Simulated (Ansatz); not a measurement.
`CSB(Cl)Cl` and `CNB(Cl)Cl` differ in one atom or group.

Ansatz, PBE0-D4/def2-TZVP geometries, multiplicity 1. Each molecule was computed in one conformer, which needn't be the lowest.

| property | `CSB(Cl)Cl` |
| --- | --- |
| HOMO energy (PBE0/def2-TZVPP) / eV | -7.75 |
| zero-point energy (PBE0-D4/def2-TZVP) / kJ/mol | 120.8 |
| HOMO–LUMO gap (PBE/def2-TZVPP) / eV | 4.57 |
| LUMO energy (B3LYP/def2-TZVPP) / eV | -1.28 |
| size of the dipole moment (PBE/def2-TZVPP) / D | 2.19 |
| HOMO energy (PBE/def2-TZVPP) / eV | -6.57 |

Task: What does the change do to each property? (An estimate is asked.)

Result: Computed: 
| property | `CNB(Cl)Cl` | shift |
| --- | --- | --- |
| HOMO energy (PBE0/def2-TZVPP) / eV | -7.93 | -0.18 |
| zero-point energy (PBE0-D4/def2-TZVP) / kJ/mol | 164.1 | 43.3 |
| HOMO–LUMO gap (PBE/def2-TZVPP) / eV | 5.88 | 1.31 |
| LUMO energy (B3LYP/def2-TZVPP) / eV | 0.07 | 1.35 |
| size of the dipole moment (PBE/def2-TZVPP) / D | 3.00 | 0.81 |
| HOMO energy (PBE/def2-TZVPP) / eV | -6.59 | -0.02 |

With PBE0 the HOMO falls by 0.18 eV and the LUMO rises by 1.38 eV, so the gap widens by about 1.56 eV. PBE moves the HOMO by -0.02 eV and ωB97M-V by -0.32 eV. The zero-point energy changes by 43.3 kJ/mol with +3 modes. Dipoles are sizes alone; their direction can turn.

B3LYP here is the variant with VWN-RPA as its local correlation; programs differ in this.
